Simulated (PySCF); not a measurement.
Electron correlation in Te (tellurium, neutral)

[Kr] 4d10 5s2 5p4, high-spin 3P determinant. All numbers are calculated (PySCF 2.14, a scalar-relativistic core potential, in def2-SVP with the def2 core potential (28 electrons) (4s4p2d, 26 functions)). Frozen: 4s2 4p6 4d10; 6 electrons correlated.

MP2 pair energies summed by pair of shells (mhartree):

```json
{"pair": "5p-5p", "energy": "-28.73", "share (%)": "48.0"}
{"pair": "5s-5p", "energy": "-26.16", "share (%)": "43.7"}
{"pair": "5s-5s", "energy": "-4.93", "share (%)": "8.2"}
```

Total MP2 correlation energy: -59.82 mhartree.

Same-spin part -15.10 and opposite-spin part -44.73 mhartree; SCS-MP2 scales them by 1/3 and 6/5 to -58.70 mhartree.

| level | correlation energy (mhartree) |
| --- | --- |
| CCSD | -73.64 |
| (T) | -0.76 |
| CCSD(T) | -74.40 |

Diagnostics: T1 = 0.0072, D1 = 0.0226, largest double amplitude 0.057.

Cost of the coupled-cluster step: 0.1 s of wall time on 1 thread of Neoverse-V2 (shared host), for 6 correlated electrons.
